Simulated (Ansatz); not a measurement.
Input for Ansatz (an electronic-structure program): R-CCSDT(Q)/cc-pVDZ on C3H2 (SMILES [CH]C#C), 2S+1 = 1, a spin state set in the input, which need not be the lowest, at the other state's geometry.

Ansatz 0.2 input:
```yaml
crystal:
  periodic: [false, false, false]
  atoms:
    - {symbol: C, position_ang: [-1.22982616, -0.26597044, -0.14492233]}
    - {symbol: C, position_ang: [-0.00060308, 0.00653588, -0.00585868]}
    - {symbol: C, position_ang: [1.23212629, 0.24104288, 0.16726705]}
    - {symbol: H, position_ang: [-2.23521127, -0.47809025, -0.41479841]}
    - {symbol: H, position_ang: [2.22502897, 0.58844029, 0.31588214]}
basis:
  gaussian:
    orbitals: cc-pVDZ
magnetization: {spin_polarized: false}
correlation: {method: ccsdt_q, electrons: outside_noble_gas}
scf: {omitted_lower_state_checks: [cluster_reference]}
```

The log:

```
WARN ansatz: RAYON_NUM_THREADS=2 ignored (pool sized by the plan → 2); use --threads N
Functional definition: HF
these checks for a lower state are left out or cut short: cluster_reference
integrals: 0.03 GiB planned
910 factors; integrals over basis functions are off by at most 1.2e-7 eV
mean field: 0.09 GiB planned
mean field evaluation 1: about -3115.7255 eV, gradient 1.9e1 eV
mean field evaluation 2: about -3115.7279 eV, gradient 1.9e1 eV
mean field evaluation 4: about -3117.2075 eV, gradient 3.2e0 eV
mean field evaluation 8: about -3117.2499 eV, gradient 5.2e-4 eV
mean field evaluation 16: about -3117.2499 eV, gradient 1.0e-2 eV
mean field evaluation 32: about -3116.3207 eV, gradient 1.0e1 eV
mean field evaluation 64: about -3117.2463 eV, gradient 7.4e-1 eV
mean field evaluation 96: about -3117.2517 eV, gradient 7.5e-3 eV
mean field -3117.25166035 eV, -114.5568855687 hartree, gradient 3.8e-10 eV, S^2 0.000000; 6 other end points of the search recorded, 0 dependent functions left out; unrestricted orbitals would lower it
3 core orbitals not correlated
reference -3117.25166035 eV, -114.5568855687 hartree; 7, 7 occupied and 42, 42 virtual orbitals, 910 factors
second order -9.58905507 eV of doubles, -0.00000000 eV of singles
coupled cluster: 0.47 GiB planned
cycle   1  -9.85174519 eV  change   -2.6e-1 eV  update   1.2e-1
cycle   2  -10.46952219 eV  change   -6.2e-1 eV  update   6.4e-2
cycle   3  -10.92292649 eV  change   -4.5e-1 eV  update   3.5e-2
cycle   4  -10.87136233 eV  change    5.2e-2 eV  update   1.8e-2
cycle   5  -10.86953873 eV  change    1.8e-3 eV  update   1.5e-2
cycle   6  -10.88498975 eV  change   -1.5e-2 eV  update   1.5e-2
cycle   7  -10.92767827 eV  change   -4.3e-2 eV  update   1.4e-2
cycle   8  -10.97422117 eV  change   -4.7e-2 eV  update   1.3e-2
cycle   9  -11.05592342 eV  change   -8.2e-2 eV  update   9.2e-3
cycle  10  -11.06557946 eV  change   -9.7e-3 eV  update   4.9e-3
cycle  11  -11.07572078 eV  change   -1.0e-2 eV  update   2.9e-3
cycle  12  -11.08707926 eV  change   -1.1e-2 eV  update   1.2e-3
cycle  13  -11.08361677 eV  change    3.5e-3 eV  update   6.0e-4
cycle  14  -11.08466024 eV  change   -1.0e-3 eV  update   3.9e-4
cycle  15  -11.08590146 eV  change   -1.2e-3 eV  update   2.6e-4
cycle  16  -11.08413685 eV  change    1.8e-3 eV  update   1.9e-4
cycle  17  -11.08518278 eV  change   -1.0e-3 eV  update   1.5e-4
cycle  18  -11.08547157 eV  change   -2.9e-4 eV  update   6.1e-5
cycle  19  -11.08546149 eV  change    1.0e-5 eV  update   3.8e-5
cycle  20  -11.08541460 eV  change    4.7e-5 eV  update   2.1e-5
cycle  21  -11.08541474 eV  change   -1.4e-7 eV  update   1.2e-5
cycle  22  -11.08541144 eV  change    3.3e-6 eV  update   6.8e-6
cycle  23  -11.08540307 eV  change    8.4e-6 eV  update   2.7e-6
cycle  24  -11.08540059 eV  change    2.5e-6 eV  update   1.4e-6
cycle  25  -11.08540295 eV  change   -2.4e-6 eV  update   6.3e-7
cycle  26  -11.08540126 eV  change    1.7e-6 eV  update   3.3e-7
cycle  27  -11.08540180 eV  change   -5.4e-7 eV  update   2.1e-7
coupled cluster: 0.47 GiB planned
perturbative correction -0.15509798 eV, -0.0056997456 hartree
WARN: these amplitudes may be one of several solutions (largest doubles amplitude 0.72, level shift 0.00 eV)
Total energy: -3128.49216013 eV, -114.9699663166 hartree
Checks for a lower state left out: cluster_reference
```

Self-consistency was reached.

Warnings raised: other roots.

Cost: around 50 core-seconds (rough).
